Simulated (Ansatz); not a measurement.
Molecule: MoH5, net charge 0, doublet state. SMILES: [MoH5]
Coordinates optimised at B3LYP-D3(BJ)/def2-TZVP (Ansatz, a program for electronic structure):
```
Mo
H 1 1.6535
H 2 1.6128 1 60.81
H 1 1.6822 2 118.28 3 38.04
H 1 1.6822 2 69.99 3 144.72
H 1 1.7073 2 114.23 3 -104.56
```
Charge 0, spin multiplicity 2.

Wanted: vertical electron affinity to the triplet, in eV. Terms: STO-3G and 3-21G all-electron and non-relativistic; dispersion terms only where a functional's name holds one; 6-31G* and kin with 6d, 5d where marked; def2 sets with scalar-relativistic core potentials past Kr; each state is the SCF solution reached for its charge and spin; UHF or UKS for open shells; LANL2DZ with its own core potentials from Na on; valence correlation only (noble-gas shells and the d and f shells of earlier blocks); spin-orbit terms left out. First-principles rows: single points at B3LYP-D3(BJ) geometries (Ansatz). A UHF reference is markedly spin-contaminated in at least one set, which strains HF and MP2.

```tsv
level	program	vertical electron affinity to the triplet (eV)
HF/6-31G* with LANL2DZ past Ar	Ansatz	0.99
PBE/6-31G* with LANL2DZ past Ar	Ansatz	0.85
B3LYP/STO-3G	Ansatz	-3.55
B3LYP/3-21G	Ansatz	0.69
B3LYP/6-31G* with LANL2DZ past Ar	Ansatz	0.98
MP2/6-31G* with LANL2DZ past Ar	Ansatz	0.73
PBE0/def2-TZVPD	Ansatz	0.85
wB97X-V/def2-TZVPD	Ansatz	0.84
```

No value to compare with is used here. The 6 habitual levels span -3.55 (B3LYP/STO-3G) to 0.99 eV (HF/6-31G* with LANL2DZ past Ar); PBE0/def2-TZVPD gives 0.85.

The levels are drawn from those run, B3LYP/6-31G* more often than the rest, none by its result; left out are runs that failed, that the program found above a lower state of the same kind, or whose <S^2> lies over 0.5 above the pure value.
